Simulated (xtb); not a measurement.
Input file for xtb: GFN2-xTB on NaSi-, 2S+1 = 3, a spin state set in the input, which need not be the lowest, a point of a bond scan (R = 2.898 Å). Charge -1.

```
$ xtb mol.xyz --gfn 2 --sp --chrg -1 --uhf 2
2

Na     0.00000000     0.00000000     0.00000000
Si     0.00000000     0.00000000     2.89772600
```

The log:

```
[...]
           -------------------------------------------------
          |                Calculation Setup                |
           -------------------------------------------------



           -------------------------------------------------
          |                 G F N 2 - x T B                 |
           -------------------------------------------------

        Reference                      10.1021/acs.jctc.8b01176
      * Hamiltonian:
        H0-scaling (s, p, d)           1.850000    2.230000    2.230000
        zeta-weighting                 0.500000
      * Dispersion:
        s8                             2.700000
        a1                             0.520000
        a2                             5.000000
        s9                             5.000000
      * Repulsion:
        kExp                           1.500000    1.000000
        rExp                           1.000000
      * Coulomb:
        alpha                          2.000000
        third order                    shell-resolved
        anisotropic                    true
        a3                             3.000000
        a5                             4.000000
        cn-shift                       1.200000
        cn-exp                         4.000000
        max-rad                        5.000000


          ...................................................
          :                      SETUP                      :
          :.................................................:
          :  # basis functions                  14          :
          :  # atomic orbitals                  13          :
          :  # shells                            5          :
          :  # electrons                         6          :
          :  max. iterations                   250          :
          :  Hamiltonian                  GFN2-xTB          :
          :  restarted?                      false          :
          :  GBSA solvation                  false          :
          :  PC potential                    false          :
          :  electronic temp.          300.0000000     K    :
          :  accuracy                    1.0000000          :
          :  -> integral cutoff          0.2500000E+02      :
          :  -> integral neglect         0.1000000E-07      :
          :  -> SCF convergence          0.1000000E-05 Eh   :
          :  -> wf. convergence          0.1000000E-03 e    :
          :  Broyden damping             0.4000000          :
          :  net charge                         -1          :
          :  unpaired electrons                  2          :
          ...................................................

 iter      E             dE          RMSdq      gap      omega  full diag
   1     -0.4784705 -0.478470E+00  0.909E+01    0.91       0.0  T
   2     -1.5078428 -0.102937E+01  0.318E+01    4.76       1.0  T
   3     -1.7183270 -0.210484E+00  0.294E+01    1.83       1.0  T
   4     -1.6502621  0.680649E-01  0.220E+01    3.03       1.0  T
   5     -1.6297105  0.205516E-01  0.277E+01    3.18       1.0  T
   6      1.1300229  0.275973E+01  0.256E+02    0.05       1.0  T
   7      0.9772600 -0.152763E+00  0.231E+02    0.08       1.0  T
   8     -0.1721162 -0.114938E+01  0.121E+02    0.27       1.0  T
   9     -1.7099289 -0.153781E+01  0.131E+01    2.09       1.0  T
  10     -1.7257384 -0.158095E-01  0.260E+01    0.47       1.0  T
  11     -1.7296567 -0.391826E-02  0.248E+01    0.47       1.0  T
  12     -1.7066898  0.229669E-01  0.243E+01    0.45       1.0  T
  13     -1.8484487 -0.141759E+00  0.238E+01    0.88       1.0  T
  14     -1.7890769  0.593717E-01  0.222E+01    1.31       1.0  T
  15     -1.8377597 -0.486828E-01  0.213E+01    0.98       1.0  T
  16     -1.8389758 -0.121611E-02  0.214E+01    0.97       1.0  T
  17     -1.8390598 -0.839556E-04  0.213E+01    0.98       1.0  T
  18     -1.8268909  0.121688E-01  0.209E+01    1.09       1.0  T
  19     -1.8413626 -0.144716E-01  0.209E+01    1.04       1.0  T
  20     -1.8486357 -0.727313E-02  0.197E+01    1.06       1.0  T
  21     -1.8504113 -0.177565E-02  0.167E+01    1.17       1.0  T
  22     -1.8496971  0.714206E-03  0.151E+01    1.23       1.0  T
  23     -1.8504644 -0.767311E-03  0.137E+01    1.22       1.0  T
  24     -1.8521168 -0.165236E-02  0.124E+01    1.27       1.0  T
  25     -1.8529345 -0.817663E-03  0.106E+01    1.38       1.0  T
  26     -1.8506514  0.228306E-02  0.997E+00    1.44       1.0  T
  27     -1.8623386 -0.116872E-01  0.972E+00    1.54       1.0  T
  28     -1.8557656  0.657303E-02  0.844E+00    1.62       1.0  T
  29     -1.8810282 -0.252626E-01  0.169E+01    1.66       1.0  T
  30     -2.0340118 -0.152984E+00  0.438E+01    1.70       1.0  T
  31     -1.9793699  0.546418E-01  0.770E+01    1.91       1.0  T
  32     -1.9442193  0.351506E-01  0.654E+01    2.26       1.0  T
  33     -2.0890136 -0.144794E+00  0.303E+01    1.51       1.0  T
  34     -2.0958613 -0.684774E-02  0.147E+01    2.13       1.0  T
  35     -2.1102722 -0.144109E-01  0.219E+01    1.84       1.0  T
  36     -2.0999706  0.103016E-01  0.235E+01    1.66       1.0  T
  37     -2.0999594  0.111716E-04  0.236E+01    1.66       1.0  T
  38     -2.1023371 -0.237767E-02  0.221E+01    1.66       1.0  T
  39     -2.1046652 -0.232813E-02  0.203E+01    1.67       1.0  T
  40     -2.1059869 -0.132167E-02  0.187E+01    1.68       1.0  T
  41     -2.1076385 -0.165157E-02  0.165E+01    1.68       1.0  T
  42     -2.1092211 -0.158257E-02  0.144E+01    1.70       1.0  T
  43     -2.1100489 -0.827868E-03  0.130E+01    1.71       1.0  T
  44     -2.1104430 -0.394035E-03  0.120E+01    1.72       1.0  T
  45     -2.1106958 -0.252833E-03  0.112E+01    1.73       1.0  T
  46     -2.1108690 -0.173198E-03  0.105E+01    1.73       1.0  T
  47     -2.1109808 -0.111828E-03  0.982E+00    1.74       1.0  T
  48     -2.1110618 -0.809908E-04  0.896E+00    1.75       1.0  T
  49     -2.1111213 -0.594736E-04  0.766E+00    1.76       1.0  T
  50     -2.1111523 -0.310465E-04  0.587E+00    1.77       1.0  T
  51     -2.1111656 -0.132370E-04  0.392E+00    1.77       1.0  T
  52     -2.1111735 -0.793950E-05  0.223E+00    1.77       1.0  T
  53     -2.1111784 -0.488041E-05  0.110E+00    1.78       1.0  T
  54     -2.1111806 -0.217114E-05  0.471E-01    1.78       1.0  T
  55     -2.1111813 -0.694283E-06  0.185E-01    1.77       1.0  T
  56     -2.1111814 -0.184170E-06  0.743E-02    1.77       1.0  T
  57     -2.1111815 -0.486551E-07  0.358E-02    1.77       2.0  T
  58     -2.1111815 -0.148337E-07  0.179E-02    1.77       3.9  T
  59     -2.1111815 -0.378075E-08  0.774E-03    1.77       9.1  T
  60     -2.1111815 -0.704144E-09  0.190E-03    1.77      37.2  T
  61     -2.1111815 -0.512284E-10  0.736E-05    1.77     960.8  T
  62     -2.1111815 -0.930811E-12  0.336E-05    1.77    2107.1  T

   *** convergence criteria satisfied after 62 iterations ***

         #    Occupation            Energy/Eh            Energy/eV
      -------------------------------------------------------------
         1        1.9985           -0.6336091             -17.2414
         2        1.9985           -0.6336091             -17.2414
         3        1.0030           -0.6218989             -16.9227
         4        1.0000           -0.2038559              -5.5472 (HOMO)
         5                         -0.1386576              -3.7731 (LUMO)
         6                         -0.0141104              -0.3840
         7                         -0.0141104              -0.3840
         8                          0.3470126               9.4427
         9                          0.3470126               9.4427
       ...                                ...                  ...
        13                          0.3993735              10.8675
      -------------------------------------------------------------
                  HL-Gap            0.0651984 Eh            1.7741 eV
             Fermi-level           -0.3993404 Eh          -10.8666 eV

 transition dipole moment (au) for excitation:           3           4
     X       Y       Z
   0.0000   0.0000  -1.0280  total (au/Debye):    1.028   2.613
 dE (eV)             :   11.376
 oscillator strength :  0.41651E+00

 SCC (total)                   0 d,  0 h,  0 min,  0.006 sec
 SCC setup                      ...        0 min,  0.000 sec (  1.634%)
 Dispersion                     ...        0 min,  0.000 sec (  0.435%)
 classical contributions        ...        0 min,  0.000 sec (  0.274%)
 integral evaluation            ...        0 min,  0.000 sec (  4.520%)
 iterations                     ...        0 min,  0.005 sec ( 81.426%)
 molecular gradient             ...        0 min,  0.000 sec (  5.003%)
 printout                       ...        0 min,  0.000 sec (  6.512%)

         :::::::::::::::::::::::::::::::::::::::::::::::::::::
         ::                     SUMMARY                     ::
         :::::::::::::::::::::::::::::::::::::::::::::::::::::
         :: total energy              -2.110194639067 Eh    ::
         :: gradient norm              0.031159659967 Eh/a0 ::
         :: HOMO-LUMO gap              1.774137876572 eV    ::
         ::.................................................::
         :: SCC energy                -2.111181503508 Eh    ::
         :: -> isotropic ES           -0.437398089829 Eh    ::
         :: -> anisotropic ES          0.019012970705 Eh    ::
         :: -> anisotropic XC         -0.002753222108 Eh    ::
         :: -> dispersion             -0.000525867479 Eh    ::
         :: repulsion energy           0.000986864441 Eh    ::
         :: add. restraining           0.000000000000 Eh    ::
         :: total charge              -1.000000000000 e     ::
         :::::::::::::::::::::::::::::::::::::::::::::::::::::

           -------------------------------------------------
          |                Property Printout                |
           -------------------------------------------------

    * Orbital Energies and Occupations

         #    Occupation            Energy/Eh            Energy/eV
      -------------------------------------------------------------
         1        1.9985           -0.6336091             -17.2414
         2        1.9985           -0.6336091             -17.2414
         3        1.0030           -0.6218989             -16.9227
         4        1.0000           -0.2038559              -5.5472 (HOMO)
         5                         -0.1386576              -3.7731 (LUMO)
         6                         -0.0141104              -0.3840
         7                         -0.0141104              -0.3840
         8                          0.3470126               9.4427
         9                          0.3470126               9.4427
        10                          0.3649017               9.9295
        11                          0.3669725               9.9858
        12                          0.3669725               9.9858
        13                          0.3993735              10.8675
      -------------------------------------------------------------
                  HL-Gap            0.0651984 Eh            1.7741 eV
             Fermi-level           -0.3993404 Eh          -10.8666 eV

     #   Z          covCN         q      C6AA      α(0)
     1  11 Na       0.741     0.589    89.686    32.042
     2  14 Si       0.741    -1.589   392.974    43.081

 Mol. C6AA /au·bohr⁶  :        802.493653
 Mol. C8AA /au·bohr⁸  :      70633.472306
 Mol. α(0) /au        :         75.123011


Wiberg/Mayer (AO) data.
largest (>0.10) Wiberg bond orders for each atom

 ---------------------------------------------------------------------------
     #   Z sym  total        # sym  WBO       # sym  WBO       # sym  WBO
 ---------------------------------------------------------------------------
     1  11 Na   0.452 --     2 Si   0.452
Note: The following floating-point exceptions are signalling: IEEE_DENORMAL
normal termination of xtb
     2  14 Si   0.452 --     1 Na   0.452
 ---------------------------------------------------------------------------

Topologies differ in total number of bonds
Writing topology from bond orders to xtbtopo.mol

molecular dipole:
                 x           y           z       tot (Debye)
 q only:        0.000       0.000      -8.703
   full:       -0.000      -0.000      -9.516      24.188
molecular quadrupole (traceless):
                xx          xy          yy          xz          yz          zz
 q only:       23.829       0.000      23.829       0.000       0.000     -47.658
  q+dip:       23.885       0.000      23.885       0.000       0.000     -47.769
   full:       24.183       0.000      24.183      -0.000      -0.000     -48.366


           -------------------------------------------------
          | TOTAL ENERGY               -2.110194639067 Eh   |
          | GRADIENT NORM               0.031159659967 Eh/α |
          | HOMO-LUMO GAP               1.774137876572 eV   |
           -------------------------------------------------

------------------------------------------------------------------------
------------------------------------------------------------------------
 total:
 SCF:
```

The run finished.

Cost: around 0.04 core-seconds (rough).
